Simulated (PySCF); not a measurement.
Dipole response of Cu+ (copper, charge +1)

[Ar] 3d9 4s1, high-spin 3D determinant (an excited configuration). Calculation: PySCF 2.14, in aug-cc-pVQZ-PP with ECP10MDF; scalar relativity through the core potential. Coupled (time-dependent) response in atomic units; α is the mean over directions.

| method | mean α (bohr³) | α xx, yy, zz | C₆ (like pair) | S(−4) |
| --- | --- | --- | --- | --- |
| PBE0 | 19.81 | 20.18, 20.18, 19.08 | 86.42 | 327.6 |

S(−4) is the Cauchy moment in α(ω) = α(0) + S(−4) ω² + …

α(iu) at PBE0:

```csv
u (hartree),α(iu) (bohr³)
0,19.81
0.0500,19.03
0.100,17.07
0.200,12.44
0.300,9.004
0.500,5.407
0.750,3.504
1.00,2.572
1.50,1.654
2.00,1.196
3.00,0.7364
5.00,0.3732
```

A single London oscillator, α(iu) = α/(1 + u²/ω²), gives C₆ = (3/4) ω α². Matching the computed C₆ needs ω = 4 × 86.42 / (3 × 19.81²) = 0.294 hartree.

For an ion, C₆ is the dispersion term alone; charge-induced terms of lower order in 1/R come first.

The components differ because the open shell of this determinant is not spherical; for a pure term their mean is the scalar polarisability.

Energies and moments cover only the electrons outside the core potential.
